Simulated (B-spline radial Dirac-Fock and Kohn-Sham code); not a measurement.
# Kohn-Sham estimates against Dirac-Fock for the levels of Ca

System: the free calcium atom, [Ar] 3d1 4s1 (not the ground configuration).

The density-functional columns are spherical, spin-unpolarised Dirac-Kohn-Sham results without Breit or QED terms: −ε is minus the orbital energy of the initial state and ΔSCF the difference of two total energies. The reference in the last column comes from ΔSCF Dirac-Fock with Breit, self-energy and vacuum polarisation, finite nucleus, configuration average. All numbers are from an atomic code on a B-spline grid, in eV; a selection of levels is shown.

| level | LDA −ε | LDA ΔSCF | Dirac-Fock |
| --- | --- | --- | --- |
| 1s | 3935.2 | 4049.2 | 4042.8 |
| 2s | 410.3 | 428.6 | 444.0 |
| 2p1/2 | 334.3 | 355.5 | 354.9 |
| 2p3/2 | 330.6 | 351.7 | 351.3 |
| 3p1/2 | 26.00 | 31.15 | 30.06 |
| 3p3/2 | 25.62 | 30.75 | 29.70 |
| 3d | 0.86 | 4.22 | 2.65 |
| 4s | 3.40 | 5.55 | 4.71 |

Values without a named source are computed, but for edge energies of neutral atoms, which are taken from tables.
